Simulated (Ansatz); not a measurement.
Species: AlS, charge 0, multiplicity 2. 
Geometry from a B3LYP-D3(BJ)/def2-TZVP (Ansatz, a quantum-chemistry and plane-wave program) optimisation:
```xyz
2

Al     0.0000     0.0000    -1.1286
S      0.0000     0.0000     0.9170
```
Charge 0, spin multiplicity 2.

Quantity: atomisation energy (electronic, to ground-state atoms), in eV. Cores are frozen in the correlated levels unless marked. UHF or UKS for open shells. No spin-orbit coupling. Non-relativistic. The coupled-cluster limit lacks core correlation, which all-electron functionals hold. CBS(X,Y): correlation extrapolated as X^-3; Hartree-Fock from the larger set (for Q and 5 zeta extrapolated as (X+1)exp(-9√X)). The bracket is a focal-point correction in the basis named.

```json
[
 {"level": "HF/def2-QZVPPD", "program": "Ansatz", "atomisation energy (eV)": "2.52"},
 {"level": "r2SCAN/def2-TZVPD", "program": "Ansatz", "atomisation energy (eV)": "4.46"},
 {"level": "B3LYP/def2-TZVPD", "program": "Ansatz", "atomisation energy (eV)": "4.10"},
 {"level": "MP2/CBS(def2-TZVPPD,def2-QZVPPD)", "program": "Ansatz", "atomisation energy (eV)": "4.51"},
 {"level": "SCS-MP2/cc-pVTZ", "program": "Ansatz", "atomisation energy (eV)": "3.97"},
 {"level": "CCSD/cc-pV(T+d)Z", "program": "Ansatz", "atomisation energy (eV)": "3.70"},
 {"level": "CCSD/cc-pV(5+d)Z", "program": "Ansatz", "atomisation energy (eV)": "3.92"},
 {"level": "CCSD/CBS(aug-cc-pV(T+d)Z,aug-cc-pV(Q+d)Z)", "program": "Ansatz", "atomisation energy (eV)": "3.99"},
 {"level": "RI-MP2/CBS(def2-TZVPP,def2-QZVPP)+[CCSD(T)-MP2]/def2-QZVPP", "program": "Ansatz", "atomisation energy (eV)": "4.24"},
 {"level": "CCSD(T)/CBS(cc-pV(Q+d)Z,cc-pV(5+d)Z)", "program": "Ansatz", "atomisation energy (eV)": "4.26"}
]
```
